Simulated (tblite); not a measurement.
Compound: C12H8BF.
Bonds: F1–C2, C2–C3 (double), C3–C4, C4–C5 (double), C5–C6, C6–C7 (double), C7–C8, C8–C9 (double), C9–C10, C10–C11 (double), C11–C12, C12–C13 (double), C12–B14, C2–C13, C4–B14, C8–B14. Hydrogens: H15 on C3; H16 on C5; H17 on C6; H18 on C7; H19 on C9; H20 on C10; H21 on C11; H22 on C13.

Computed with GFN2-xTB (tblite), gas phase: L-BFGS steps from a force-field or distance-geometry start until the largest atomic force falls under 0.01 eV/Å.

Step 1: E = -970.0733 eV
```
atom  x, y, z in Å  |  force x, y, z in eV/Å
F1     -3.3894   -2.3236   -0.3348   -0.409  -0.485  -0.051
C2     -2.2938   -1.5493   -0.2330    0.299   0.480   0.145
C3     -2.5069   -0.1747   -0.2541    0.896  -1.262   0.032
C4     -1.3562    0.6271   -0.1510    0.541   1.867   0.138
C5     -1.3862    2.0520   -0.1475    1.099  -1.680   0.032
C6     -0.1780    2.8030   -0.0375   -0.476   0.055  -0.013
C7      1.0929    2.2909    0.0929   -0.647  -0.500  -0.029
C8      1.2411    0.8805    0.1221    0.216  -0.847  -0.028
C9      2.4543    0.1998    0.2479   -1.014  -0.253  -0.063
C10     2.5083   -1.2306    0.2648   -0.006   0.395  -0.036
C11     1.4308   -2.0856    0.1554    0.153   1.047   0.065
C12     0.1421   -1.5049    0.0232   -0.794   0.326  -0.085
C13    -1.0499   -2.2237   -0.0870    0.371   0.903  -0.087
B14     0.0106    0.0072   -0.0039    0.054  -0.187   0.004
H15    -3.4848    0.2393   -0.3550   -0.475   0.002  -0.052
H16    -2.3521    2.4918   -0.2424   -0.274   0.751  -0.015
H17    -0.2596    3.8732   -0.0477   -0.207   0.364  -0.030
H18     1.9540    2.9310    0.1797    0.053   0.236  -0.009
H19     3.3244    0.8226    0.3372    0.637  -0.294   0.059
H20     3.4796   -1.6667    0.3673    0.458  -0.157   0.047
H21     1.5586   -3.1515    0.1796    0.149  -0.238   0.011
H22    -0.9501   -3.2883   -0.0771   -0.624  -0.522  -0.039
```

Step 2: E = -970.2010 eV
```
atom  x, y, z in Å  |  force x, y, z in eV/Å
F1     -3.3943   -2.3297   -0.3354   -0.038  -0.225  -0.011
C2     -2.2895   -1.5462   -0.2310   -0.131   0.055   0.074
C3     -2.4971   -0.1860   -0.2538    0.389  -0.260  -0.004
C4     -1.3483    0.6436   -0.1491    0.284   0.476   0.092
C5     -1.3739    2.0366   -0.1473   -0.048  -0.378  -0.057
C6     -0.1851    2.8051   -0.0378    0.202  -0.049   0.047
C7      1.0866    2.2838    0.0928   -0.513  -0.075  -0.023
C8      1.2398    0.8709    0.1213    0.115  -0.455  -0.028
C9      2.4449    0.1960    0.2475   -0.276   0.195  -0.001
C10     2.5106   -1.2250    0.2646    0.002  -0.053  -0.021
C11     1.4309   -2.0739    0.1560    0.168   0.469   0.059
C12     0.1348   -1.4980    0.0224   -0.405   0.084  -0.046
C13    -1.0476   -2.2151   -0.0884    0.377   0.140  -0.056
B14     0.0111    0.0053   -0.0038   -0.084   0.038  -0.011
H15    -3.4901    0.2387   -0.3556    0.055  -0.230   0.000
H16    -2.3547    2.5010   -0.2425    0.323   0.379   0.039
H17    -0.2623    3.8768   -0.0481   -0.230   0.274  -0.030
H18     1.9546    2.9341    0.1796   -0.213  -0.013  -0.032
H19     3.3320    0.8184    0.3379    0.256  -0.462   0.022
H20     3.4846   -1.6682    0.3678    0.284  -0.055   0.028
H21     1.5606   -3.1546    0.1797    0.073   0.223   0.001
H22    -0.9582   -3.2943   -0.0776   -0.589  -0.078  -0.041
```

Step 3: E = -970.2456 eV
```
atom  x, y, z in Å  |  force x, y, z in eV/Å
F1     -3.3959   -2.3353   -0.3357    0.108  -0.105   0.009
C2     -2.2911   -1.5458   -0.2291   -0.084  -0.032   0.042
C3     -2.4881   -0.1911   -0.2540    0.032   0.009  -0.016
C4     -1.3406    0.6530   -0.1469   -0.061  -0.120   0.030
C5     -1.3734    2.0289   -0.1484   -0.107   0.248  -0.037
C6     -0.1828    2.8052   -0.0370   -0.028   0.122   0.015
C7      1.0760    2.2807    0.0924    0.017  -0.036   0.021
C8      1.2401    0.8605    0.1204   -0.019   0.056  -0.029
C9      2.4392    0.1990    0.2475    0.141   0.078   0.026
C10     2.5122   -1.2248    0.2642    0.111  -0.069   0.005
C11     1.4334   -2.0631    0.1573    0.031   0.063   0.030
C12     0.1266   -1.4939    0.0214    0.076  -0.023   0.001
C13    -1.0407   -2.2119   -0.0899   -0.035  -0.183  -0.059
B14     0.0095    0.0059   -0.0041   -0.037   0.029  -0.004
H15    -3.4896    0.2337   -0.3556    0.272  -0.283   0.020
H16    -2.3483    2.5102   -0.2417    0.324   0.274   0.031
H17    -0.2674    3.8825   -0.0488   -0.187   0.054  -0.023
H18     1.9504    2.9345    0.1789   -0.355  -0.154  -0.042
H19     3.3384    0.8081    0.3384    0.136  -0.408   0.013
H20     3.4908   -1.6695    0.3684    0.120   0.022   0.010
H21     1.5626   -3.1506    0.1798    0.032   0.408  -0.002
H22    -0.9716   -3.2966   -0.0785   -0.485   0.049  -0.038
```

Step 4: E = -970.2712 eV
```
atom  x, y, z in Å  |  force x, y, z in eV/Å
F1     -3.3953   -2.3404   -0.3358    0.151  -0.033   0.019
C2     -2.2924   -1.5458   -0.2273    0.033  -0.197   0.019
C3     -2.4826   -0.1948   -0.2543   -0.081   0.185  -0.005
C4     -1.3377    0.6568   -0.1452   -0.187  -0.318  -0.004
C5     -1.3729    2.0282   -0.1495   -0.083   0.436  -0.013
C6     -0.1840    2.8081   -0.0364   -0.016   0.050   0.008
C7      1.0716    2.2775    0.0926    0.013   0.018   0.010
C8      1.2395    0.8563    0.1194   -0.023   0.236  -0.016
C9      2.4383    0.2008    0.2480    0.254  -0.086   0.025
C10     2.5153   -1.2250    0.2641    0.133   0.029   0.018
C11     1.4349   -2.0560    0.1584   -0.037  -0.057   0.006
C12     0.1240   -1.4916    0.0209    0.188  -0.118   0.012
C13    -1.0386   -2.2128   -0.0918   -0.192  -0.164  -0.040
B14     0.0084    0.0064   -0.0042   -0.021   0.021  -0.001
H15    -3.4851    0.2264   -0.3554    0.253  -0.243   0.016
H16    -2.3404    2.5203   -0.2408    0.231   0.233   0.015
H17    -0.2733    3.8862   -0.0495   -0.148   0.000  -0.017
H18     1.9422    2.9322    0.1778   -0.267  -0.125  -0.030
H19     3.3446    0.7959    0.3390    0.124  -0.298   0.015
H20     3.4961   -1.6697    0.3689    0.041   0.050   0.001
H21     1.5642   -3.1420    0.1798    0.023   0.345   0.000
H22    -0.9871   -3.2976   -0.0797   -0.389   0.034  -0.037
```

**Question.** Estimate the geometry and energy of step 5. (The exact step hangs on the optimiser's Hessian estimate; all steps are aligned on step 4, rigid shifts and turns removed.)

**Answer.** E = -970.3088 eV, largest force 0.337 eV/Å
```
atom  x, y, z in Å  |  force x, y, z in eV/Å
F1     -3.3915   -2.3507   -0.3355    0.155   0.051   0.029
C2     -2.2920   -1.5510   -0.2236    0.131  -0.127  -0.039
C3     -2.4732   -0.1983   -0.2547   -0.132   0.100   0.029
C4     -1.3361    0.6596   -0.1423   -0.236  -0.236  -0.050
C5     -1.3712    2.0339   -0.1514   -0.054   0.323   0.029
C6     -0.1867    2.8130   -0.0354   -0.158   0.067  -0.023
C7      1.0612    2.2719    0.0930    0.168   0.042   0.005
C8      1.2386    0.8531    0.1174    0.009   0.257   0.017
C9      2.4404    0.1997    0.2491    0.284  -0.120   0.004
C10     2.5239   -1.2226    0.2644    0.066   0.060   0.029
C11     1.4364   -2.0429    0.1604   -0.069  -0.124  -0.030
C12     0.1219   -1.4902    0.0202    0.230  -0.125   0.015
C13    -1.0393   -2.2150   -0.0960   -0.258  -0.202   0.021
B14     0.0060    0.0071   -0.0045    0.049  -0.026   0.009
H15    -3.4735    0.2088   -0.3548    0.031  -0.085  -0.007
H16    -2.3230    2.5449   -0.2391    0.011   0.181  -0.019
H17    -0.2870    3.8933   -0.0512   -0.046  -0.115   0.000
H18     1.9234    2.9267    0.1754   -0.045  -0.011  -0.001
H19     3.3600    0.7683    0.3405    0.107  -0.081   0.018
H20     3.5069   -1.6693    0.3699   -0.078   0.083  -0.011
H21     1.5680   -3.1208    0.1798    0.029   0.071   0.009
H22    -1.0236   -3.3002   -0.0826   -0.193   0.018  -0.033
```

The energy changes by -0.0377 eV. The first-order estimate −F·Δx gives -0.0595 eV and the mean of the old and new forces, exact on a quadratic surface, -0.0376 eV. The step makes an angle of 49° with the force vector and moves no atom by more than 0.037 Å.

The cost below is that of the whole relaxation. Time: 0.17 s. Hardware: one thread of an Arm Neoverse V2, shared host.
